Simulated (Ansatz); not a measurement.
Ansatz (a first-principles code) input:
A basis named .json is the Basis Set Exchange file of that set.

Ansatz 0.2 input:
```yaml
crystal:
  periodic: [false, false, false]
  atoms:
    - {symbol: Si, position_ang: [-0.01430363, 0.55467487, 0.23646307]}
    - {symbol: F, position_ang: [1.27484156, -0.51699832, -0.00638618]}
    - {symbol: F, position_ang: [-1.26578368, -0.48636133, -0.23193399]}
    - {symbol: H, position_ang: [0.11872990, 1.26478870, -1.16560151]}
basis:
  gaussian:
    orbitals: aug-cc-pV_Q+d_Z.json
    fitting: {mean_field: def2-universal-jkfit, correlation: aug-cc-pVQZ-RIFIT.json}
total_charge: -1
magnetization: {spin_polarized: false}
correlation: {method: mp2, electrons: outside_noble_gas}
```

Q: Which total energy does the run end on?

A: -489.31994 Eh (RI-MP2/aug-cc-pV(Q+d)Z). The basis has 295 functions.

It need not be the lowest isomer of its formula. Whether it binds its extra electron was not tested at this geometry.
